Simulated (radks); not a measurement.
Question: The germanium ion Ge2+, [Ar] 3d10 4s2. Method: non-relativistic Kohn-Sham, exchange-only B88, spin-polarised, spherical densities, point nucleus; computed with a radial shooting solver on a logarithmic mesh with Libxc functionals. Every spin shell is full or empty, so the densities are truly spherical. Functionals are evaluated on that one density, not self-consistently. Rank these orbital-free kinetic functionals by their error against the exact value of the orbitals, and give that value: Thomas-Fermi, von Weizsacker, TF + vW, TF + vW/5, LC94, revAPBEK, Thakkar, Pearson, LKT, DePristo-Kress, Ernzerhof.

Answer: Exact: 2074.71 hartree. From best to worst, with 100 (|E| - |E exact|)/|E exact| (equal figures are ties): LC94 -0.05, DePristo-Kress -0.15, revAPBEK +0.27, Ernzerhof -0.44, Thakkar -0.52, Pearson -1.21, TF + vW/5 +3.48, Thomas-Fermi -6.18, LKT +22.80, TF + vW +42.12, von Weizsacker -51.70.
